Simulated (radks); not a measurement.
Results of a calculation; reference values are marked as such.
Valence configurations of Er+ (all share [Xe]). Code: a radial shooting solver on a logarithmic mesh with Libxc functionals. Model: scalar-relativistic Kohn-Sham, PBE, spin-polarised, spherical densities, point nucleus; open shells are filled with parallel spins first (spin-orbit coupling, left out, can overturn this in heavy ions). Energies are relative to 4f12 6s1; eigenvalues in eV for spin up.

valence	E (eV)	moment (Bohr magnetons)	e(4f)	e(5d)	e(6p)	e(6s)
4f12 6s1	0.000	3	-10.396	-	-	-9.424
4f11.5 6s1.5	0.833	3	-14.668	-	-	-10.098
4f11.5 6s1 6p0.5	2.415	4	-15.315	-	-6.729	-10.741
4f12 5d1	2.541	3	-8.853	-6.011	-	-
4f12 5d0.5 6p0.5	3.019	3	-10.276	-6.957	-5.840	-
4f11 6s2	3.195	3	-19.382	-	-	-10.743
4f11.5 5d0.5 6s0.5 6p0.5	3.358	4	-14.316	-8.322	-6.394	-10.277
4f12 6p1	3.651	3	-11.802	-	-6.522	-
4f11.5 6s0.5 6p1	4.419	4	-16.006	-	-7.073	-11.074
4f11 6s1 6p1	6.705	5	-20.646	-	-7.614	-11.987

NIST lists [Xe] 4f12 6s1 as the ground configuration; this level of theory agrees among the configurations tried. The energies are those of spherical high-spin densities, not of single terms.
